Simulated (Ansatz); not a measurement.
Consider the hydrogen abstraction from a C–H bond: `CB(C)S` + H• → `[CH2]B(C)S`• + H₂.

Gas-phase electronic energies from Ansatz, PBE0-D4/def2-TZVP geometries. CBS: MP2 limit from def2 TZ/QZ plus the TZ coupled-cluster correction, frozen cores. This one scheme is used for every species, atoms too. DFT in def2-TZVPP. HSE06 is defined as in plane-wave codes. Open shells (•) are unrestricted, without spin–orbit coupling. Each species was taken in one conformer, which may not be the lowest.

`CB(C)S`:

Cartesian coordinates in Å:
```
C -0.528 1.208 0.216
B 0.258 -0.076 -0.217
C -0.064 -1.478 0.408
S 1.554 -0.033 -1.460
H -0.708 1.221 1.295
H -1.522 1.173 -0.250
H -0.067 2.154 -0.073
H 0.436 -2.324 -0.068
H 0.228 -1.469 1.465
H -1.143 -1.664 0.401
H 1.556 1.286 -1.718
```

`[CH2]B(C)S`•:

```xyz
10

C     1.068   -0.797   -0.991
B     0.159    0.190   -0.262
C    -0.749   -0.236    0.945
S     0.231    1.880   -0.887
H     1.118   -1.847   -0.716
H     1.714   -0.519   -1.818
H    -0.115   -0.506    1.798
H    -1.318   -1.139    0.700
H    -1.450    0.528    1.283
H    -0.657    2.446   -0.053
```

H₂:

Cartesian coordinates in Å:
```
H 0.271 0.079 -0.243
H -0.271 -0.079 0.243
```

**Question.** Is it downhill or uphill in electronic energy at CCSD(T)/CBS, and by how much? (An estimate is asked.)

**Answer.** Ansatz gave: Downhill: ΔE = -28.0 kJ/mol.

**Question.** What do these levels give: r2SCAN0-D4, HSE06-D4, ωB97M-V, B2PLYP, BLYP, r2SCANh, BHLYP, CCSD(T)/def2-SVP, HF/def2-TZVPP, MP2/def2-TZVPP, SCS-MP2/def2-TZVPP, CCSD/CBS(def2)? (Estimate.)

**Answer.** Computed: r2SCAN0-D4 -37.1, HSE06-D4 -21.4, ωB97M-V -25.5, B2PLYP -32.0, BLYP -49.1, r2SCANh -39.1, BHLYP -39.6, CCSD(T)/def2-SVP -16.6, HF/def2-TZVPP -29.0, MP2/def2-TZVPP -6.9, SCS-MP2/def2-TZVPP -18.8, CCSD/CBS(def2) -31.8 kJ/mol.

Largest T1 diagnostic among the species: 0.015.

Leaving LDA and LC-ωPBE aside and taking each functional with its dispersion term where it has one, the values, not all of them listed here, spread over 30.6 kJ/mol, from BLYP-D4 to PBE-QIDH. LDA lies +16.3 kJ/mol from PBE without D4. At CCSD(T), def2-SVP lies +11.4 kJ/mol from the extrapolated value and def2-TZVPP +0.3 kJ/mol. From PBE to PBE0 (25 % exact exchange), in def2-TZVPP and without D4, ΔE moves by +3.2 kJ/mol.
